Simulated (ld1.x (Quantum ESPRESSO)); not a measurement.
## Ranking ultrasoft potentials for tantalum (Ta)

All share these settings but for the change named:

```
Element                 : tantalum (Ta)
Generator               : ld1.x (Quantum ESPRESSO) 7.5
Type                    : ultrasoft
Functional              : PW91
Relativity              : scalar-relativistic
Frozen core             : [Xe] 4f14
Valence charge          : 5
Reference configuration : 5d3 6s1 6p0 (charge +1)
Partial waves           : 6s (bound): rcut 2.45, rcutus 3.35 bohr; 6s channel at 0.55 Ry: rcut 2.45, rcutus 3.35 bohr; 6p (bound, empty): rcut 2.90, rcutus 3.55 bohr; 6p channel at 0.05 Ry: rcut 2.90, rcutus 3.55 bohr; 5d (bound): rcut 2.70, rcutus 2.90 bohr; 5d channel at 1.6 Ry: rcut 2.70, rcutus 2.90 bohr
Local potential         : all-electron potential smoothed inside 3.45 bohr (lloc = -1)
Core correction         : none
Augmentation charge     : PSQ, inside the norm-conserving radii
```

Test errors are all-electron minus pseudo excitation energies from the reference, over 5d3 6s2 6p0; 5d3 6s0 6p0; 5d2 6s0 6p0; 5d4 6s0 6p0; 5d2 6s2 6p1; 5d3.5 6s1.5 6p0; 5d1 6s0 6p0. None of these files shows a bound ghost.

The base gives 240.1 meV.

Of 10 variants that were run, those that failed, showed a ghost or another fault, or gave nearly equal values are left out.

A variant can come out equal or close to the base, since the largest error may sit in a test that the change hardly touches while other tests move.

(1) Rank these variants by their largest absolute test error, smallest first.
A. wave 5d channel at 1.6 Ry: rcut 2.70, rcutus 2.90 bohr becomes 5d channel at -0.57 Ry: rcut 2.70, rcutus 2.90 bohr
B. wave 5d channel at 1.6 Ry: rcut 2.70, rcutus 2.90 bohr becomes 5d channel at -0.5 Ry: rcut 2.70, rcutus 2.90 bohr
C. wave 5d channel at 1.6 Ry: rcut 2.70, rcutus 2.90 bohr becomes 5d channel at 5.33 Ry: rcut 2.70, rcutus 2.90 bohr
D. wave 5d channel at 1.6 Ry: rcut 2.70, rcutus 2.90 bohr becomes 5d channel at 0.98 Ry: rcut 2.70, rcutus 2.90 bohr
E. wave 5d channel at 1.6 Ry: rcut 2.70, rcutus 2.90 bohr becomes 5d channel at -0.64 Ry: rcut 2.70, rcutus 2.90 bohr

## Answers

(1) B (94.2 meV), D (247.8 meV), E (347.4 meV), A (435.0 meV), C (640.1 meV).
